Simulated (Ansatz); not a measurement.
BrClF2Sn (`[F][Sn]([F])([Cl])[Br]`), charge 0, multiplicity 1.

Give a relaxed structure at PBE0-D4/def2-TZVP (the Gaussian-basis code of Ansatz). (Best estimate.)

The calculation gave: 
```xyz
5

F     0.559   -1.706    0.675
Sn   -0.025   -0.041    0.000
F    -1.434   -0.463   -1.186
Cl   -0.871    1.181    1.722
Br    1.772    1.029   -1.210
```
Point group Cs.
